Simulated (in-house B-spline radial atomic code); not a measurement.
W+: [Xe] 4f14 5d4 6s1

Computed with a radial B-spline atomic code at the basis-set limit: Dirac-Kohn-Sham PW91, spherical fractional occupations, Fermi nucleus of rms radius 5.3658 fm.

Screening seen three ways: the hydrogenic charge with the same mean radius, Z_r = [3n² - l(l+1)]/(2<r>), the one with the same energy, Z_e = n√(-2ε), and Slater's rules. Values are occupation-weighted means over j. An effective charge above Z reflects the relativistic contraction of the inner shells.

| shell | electrons | ε (eV) | <r> (bohr) | Z_r | Z_e | Slater |
| --- | --- | --- | --- | --- | --- | --- |
| 1s | 2 | -69385 | 0.01835 | 81.75 | 71.41 | 73.70 |
| 2s | 2 | -11975 | 0.07695 | 77.97 | 59.33 | 69.85 |
| 2p | 6 | -10552 | 0.06895 | 72.51 | 55.70 | 69.85 |
| 3s | 2 | -2763.4 | 0.2006 | 67.31 | 42.75 | 62.75 |
| 3p | 6 | -2336 | 0.2004 | 62.38 | 39.31 | 62.75 |
| 3d | 10 | -1807.9 | 0.1824 | 57.57 | 34.58 | 52.85 |
| 4s | 2 | -575.93 | 0.4495 | 53.40 | 26.02 | 46.25 |
| 4p | 6 | -434.24 | 0.4767 | 48.24 | 22.60 | 46.25 |
| 4d | 10 | -245.43 | 0.5116 | 41.05 | 16.99 | 34.85 |
| 5s | 2 | -86.423 | 1.068 | 35.10 | 12.60 | 16.35 |
| 5p | 6 | -51.31 | 1.247 | 29.27 | 9.71 | 16.35 |
| 4f | 14 | -40.648 | 0.6084 | 29.58 | 6.91 | 23.45 |
| 6s | 1 | -12.247 | 2.96 | 18.24 | 5.69 | 3.80 |
| 5d | 4 | -11.804 | 1.968 | 17.53 | 4.66 | 4.95 |

The least bound orbital is 5d5/2 at -11.49 eV, while the most diffuse is 6s1/2 (<r> = 2.96 bohr against 1.997 bohr): energy order and size order differ.

Spin-orbit splittings of the orbital energies (j = l + 1/2 above j = l - 1/2 when positive): 2p 1353 eV, 3p 292.6 eV, 3d 63.63 eV, 4p 67.82 eV, 4d 12.5 eV, 5p 9.825 eV, 4f 2.239 eV, 5d 0.7789 eV.

For the 1s electron the small component carries 7.79 % of the norm, the zero-frequency Breit interaction raises the level by 243.4 eV, self-energy by 152.2 eV, and vacuum polarisation lowers it by 28.79 eV.
